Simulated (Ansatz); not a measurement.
Bond stretch in GaB, lowest singlet found (which spin is the ground state isn't settled by this scan).

RHF/aug-cc-pVDZ (Ansatz, a program for electronic structure); FCI = full CI/aug-cc-pVDZ, cores with 3d frozen (Ansatz); RCCSDT(Q) = CCSDT(Q) on RHF/aug-cc-pVDZ, cores with 3d frozen (Ansatz); RCCSDT = CCSDT on RHF/aug-cc-pVDZ, cores with 3d frozen (Ansatz).

Energies are in kJ/mol, each relative to the lowest point of its own curve between 2.34 and 3.02 Å, where full CI is lowest.

```csv
R / Å,RHF,FCI,RCCSDT(Q),RCCSDT
2.34,3.0,2.7,3.5,(withheld)
2.45,0.0,0.0,0.0,0.0
2.58,3.3,1.0,0.6,(withheld)
2.79,(withheld),9.2,8.5,8.2
3.02,42.2,23.0,22.2,21.8
3.30,75.1,41.1,40.2,40.1
3.65,(withheld),61.1,60.2,60.3
4.04,(withheld),77.3,76.3,76.6
4.50,(withheld),88.8,—,—
5.16,252.4,96.0,—,—
```

Question: Fill in the missing entries.

Answer: 
- 2.34, RCCSDT: 4.1
- 2.58, RCCSDT: 0.3
- 2.79, RHF: 18.4
- 3.65, RHF: 116.5
- 4.04, RHF: 159.0
- 4.50, RHF: 202.5

Dashes: no converged value, or the column stops at the first point that the program doubted or that broke a chosen test of continuity, which isn't proof of a fault.

The scan ran from 1.49 to 6.98 Å; beyond the distances shown full CI changes its symmetry label. The restricted form behind RHF keeps the bonding electrons paired and can't separate into open-shell fragments. The T1 diagnostic of CCSD on the restricted reference of RCCSDT(Q), RCCSDT exceeds 0.045 at 4.04 to 5.16 Å.
